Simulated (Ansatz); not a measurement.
The lowest singlet and triplet of CH3N (SMILES [CH]N); geometries from B3LYP-D3(BJ)/def2-TZVP, each state relaxed from the structure named, with no frequency check.
Singlet at the triplet's geometry (charge 0, multiplicity 1):
```xyz
5

C      0.72129    -0.14709     0.27833
N     -0.53943     0.10456    -0.18434
H      1.62711    -0.11365    -0.32757
H     -0.99559     0.94231     0.15896
H     -1.18326    -0.67809    -0.21101
```

A positive gap puts the triplet lower; no zero-point energy. R- takes a restricted singlet. The triplet is unrestricted in single-reference levels. Active spaces average the two states.

Correlated levels freeze the cores.

Programs: Ansatz (a quantum-chemistry and plane-wave program). Each number belongs to the level named beside it.

R-PBE/def2-TZVPP gives 1.639 eV for the gap E(singlet) − E(triplet), vertical, at the triplet's geometry.

Problem. Predict the shift from PBE, with its sign, for: R-r2SCAN/def2-TZVPP, R-PBE0/def2-TZVPP, R-wB97M-V/def2-TZVPP, R-B2PLYP/def2-TZVPP, R-MP2/cc-pVQZ, R-CCSD(T)/cc-pVQZ, SC-NEVPT2 on SA-CASSCF(2,2)/cc-pVQZ, FIC-MRCISD+Q on SA-CASSCF(2,2)/cc-pVTZ.

Solution. R-r2SCAN/def2-TZVPP 0.366; R-PBE0/def2-TZVPP 0.157; R-wB97M-V/def2-TZVPP -0.226; R-B2PLYP/def2-TZVPP -0.029; R-MP2/cc-pVQZ -0.039; R-CCSD(T)/cc-pVQZ -0.226; SC-NEVPT2 on SA-CASSCF(2,2)/cc-pVQZ -0.446; FIC-MRCISD+Q on SA-CASSCF(2,2)/cc-pVTZ -0.399 eV. 2 of 8 lie above PBE; the widest gap is to SC-NEVPT2 on SA-CASSCF(2,2)/cc-pVQZ.

Doubts at one or more of the structures used: a restricted determinant that unrestricted orbitals would lower (R-PBE/def2-TZVPP, R-r2SCAN/def2-TZVPP, R-PBE0/def2-TZVPP, R-wB97M-V/def2-TZVPP, R-B2PLYP/def2-TZVPP, R-MP2/cc-pVQZ, R-CCSD(T)/cc-pVQZ).
